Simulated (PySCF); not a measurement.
# C₆ coefficients of unlike pairs at M06

Calculated with PySCF 2.14 from the dipole response of each species, C₆(A,B) = (3/π) ∫ α_A(iu) α_B(iu) du, in atomic units, from isotropic polarisabilities. For ions this is the dispersion term alone; charge-induced terms of lower order in 1/R come first.

```
species        configuration                                                                                              basis      relativity  α (bohr³)  C₆ (like pair)
      O    [He] 2s2 2p4 (3P)                                                                       aug-cc-pCVQZ-DK (9s8p6d4f2g)   spin-free X2C      5.361           15.82
     B⁺        [He] 2s2 (1S)                                                                         aug-cc-pCVTZ-DK (7s6p4d2f)   spin-free X2C      10.41           26.75
   Hg²⁺  [Xe] 4f14 5d10 (1S)  aug-cc-pVTZ-PP with one added diffuse shell each of s, p, d, f, g type with ECP60MDF (7s7p6d4f3g)  core potential      7.848           50.42
   Fe³⁺        [Ar] 3d5 (6S)                                                                          aug-cc-pVDZ-DK (7s6p4d2f)   spin-free X2C      1.806           4.238
```

Q: Estimate C₆ for Hg²⁺ with B⁺.

A: The integral gives 31.07. The combination rule 2 C_A C_B / (C_A α_B/α_A + C_B α_A/α_B) gives 31.00 and the geometric mean 36.73.

No spin-orbit coupling is included.

The other pairs:

```
      pair     C₆
   Fe³⁺, O  7.582
  Fe³⁺, B⁺  7.918
Fe³⁺, Hg²⁺  14.31
   Hg²⁺, O  27.73
     B⁺, O  19.00
```
